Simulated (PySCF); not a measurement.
PySCF 2.14 output of an unrestricted r2SCAN calculation on a single atom or ion in dyall-acv3z (15s9p4d2f, 76 functions), with no relativity, point nucleus:

```
SCF conv_tol = 1e-09
number electrons alpha = 4  beta = 1
    J. W. Furness, A. D. Kaplan, J. Ning, J. P. Perdew, and J. Sun.,  J. Phys. Chem. Lett. 11, 8208-8215 (2020)
    J. W. Furness, A. D. Kaplan, J. Ning, J. P. Perdew, and J. Sun.,  J. Phys. Chem. Lett. 11, 9248-9248 (2020)
    J. W. Furness, A. D. Kaplan, J. Ning, J. P. Perdew, and J. Sun.,  J. Phys. Chem. Lett. 11, 8208-8215 (2020)
    J. W. Furness, A. D. Kaplan, J. Ning, J. P. Perdew, and J. Sun.,  J. Phys. Chem. Lett. 11, 9248-9248 (2020)
cycle= 1 E= -24.3056865257652  delta_E= -0.00227  |g|= 0.00599  |ddm|= 0.124
cycle= 2 E= -24.3057351885593  delta_E= -4.87e-05  |g|= 0.000919  |ddm|= 0.0611
cycle= 3 E= -24.3057415079927  delta_E= -6.32e-06  |g|= 0.000273  |ddm|= 0.0208
cycle= 4 E= -24.3057422739049  delta_E= -7.66e-07  |g|= 5.51e-05  |ddm|= 0.00699
cycle= 5 E= -24.3057423013971  delta_E= -2.75e-08  |g|= 6.99e-06  |ddm|= 0.00118
cycle= 6 E= -24.3057423015973  delta_E= -2e-10  |g|= 7.02e-07  |ddm|= 0.000246
converged SCF energy = -24.3057423015973  <S^2> = 3.7500129  2S+1 = 4.0000064
```

The run itself started from symmetry-adapted Hartree-Fock orbitals and held the occupation by maximum overlap, on a logarithmic radial grid, so the iterations belong to that start.

Problem. Which element, charge and spin multiplicity is this?

Solution. B (boron, neutral), multiplicity 4; the state was [He] 2s1 2p1 3s1, high-spin 4P determinant (an excited configuration).

The outer electron is Rydberg-like, and this basis confines it to a smaller radius and binds it less than a complete one would.
